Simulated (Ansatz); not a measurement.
A nudged elastic band was laid between two geometries of C2H8GeN2O (14 atoms, charge 0, multiplicity 1).

Theory: RHF/def2-SVP in Ansatz.

```
movable images  : 1
climbing image  : no
spring          : 5.0 eV/Å²
optimiser       : quadratic models (default)
start path      : through a guess of the saddle point
force threshold : 0.05 eV/Å
iteration limit : 60
end points      : relaxed
```

First end point:

```xyz
14
Properties=species:S:1:pos:R:3
N 1.879 0.680 0.607
C 0.493 1.039 0.560
N -0.379 0.168 -0.221
Ge -0.946 -1.527 0.348
C -0.791 0.531 -1.456
O -1.466 -0.156 -2.160
H 2.280 0.598 -0.310
H 2.037 -0.181 1.098
H 0.407 2.046 0.151
H 0.121 1.085 1.583
H -0.361 -1.649 1.763
H -2.468 -1.582 0.395
H -0.360 -2.611 -0.553
H -0.457 1.531 -1.777
```

Last end point:

```xyz
14
Properties=species:S:1:pos:R:3
N 1.867 0.825 0.065
C 0.516 0.917 0.562
N -0.383 0.068 -0.193
Ge -1.161 -1.520 0.422
C -0.651 0.384 -1.485
O -1.344 -0.283 -2.190
H 2.468 1.500 0.504
H 2.257 -0.087 0.222
H 0.199 1.959 0.478
H 0.412 0.646 1.617
H -0.668 -1.633 1.872
H -2.682 -1.409 0.387
H -0.661 -2.710 -0.394
H -0.182 1.313 -1.838
```

Question: What changes between the two ends?

Answer: No bond is made or broken. The height of N1 over the plane of its neighbours goes from -0.34 to 0.36 Å.

Question: Give the energies along the band, and the barrier.

Answer: It converged. The highest image is number 2 of 0 to 2, 6.0 kJ/mol above the first end and 0.0 kJ/mol above the last; the last end lies 6.0 kJ/mol above the first. The highest image is an end point: on this band no image between the ends rises above it. So few images can step over the top or miss a turn of the path.

```
image  path coordinate (Å)  energy (kJ/mol)  height of N1 over the plane of its neighbours (Å)
    0                 0.00              0.0                                              -0.34
    1                 1.17              2.9                                              -0.34
    2                 2.34              6.0                                               0.36
```

Time of the run: 40 s on 2 threads of Arm Neoverse V1, on a shared host, peak memory 0.43 GiB.
